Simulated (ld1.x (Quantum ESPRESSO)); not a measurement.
## Ranking TM potentials for P (Z = 15)

All share these settings but for the change named:

phosphorus (P), norm-conserving Troullier–Martins (Kleinman–Bylander form), made with ld1.x (Quantum ESPRESSO) 7.5 (PBE, scalar-relativistic). Core [Ne], reference 3s2 3p3. Waves: 3p (bound): rc 1.45 bohr; 3d channel at 0.25 Ry: rc 1.40 bohr; 3s (bound): rc 1.45 bohr. Local part: the s channel. Core correction: a·sin(br)/r model core inside 1.05 bohr.

Cutoff: the first of the cutoffs (Ry, on a coarse ladder) from which the occupation-weighted sum of valence levels, in a spherical-Bessel basis at the reference potential, stays within 10 and 1 mRy of its value at 400 Ry; the density cutoff is not measured.

The base gives 35 Ry.

Of 10 variants that were run, those that failed, showed a ghost or another fault, or gave nearly equal values are left out.

(1) Rank these variants from softest to hardest (loose cutoff).
A. wave 3p (bound): rc 1.45 bohr becomes 3p (bound): rc 1.12 bohr
B. wave 3p (bound): rc 1.45 bohr becomes 3p (bound): rc 1.24 bohr
C. wave 3p (bound): rc 1.45 bohr becomes 3p (bound): rc 1.88 bohr
D. wave 3p (bound): rc 1.45 bohr becomes 3p (bound): rc 1.38 bohr
E. wave 3p (bound): rc 1.45 bohr becomes 3p (bound): rc 1.72 bohr

Answers

(1) C (21 Ry), E (25 Ry), D (45 Ry), B (70 Ry), A (100 Ry).
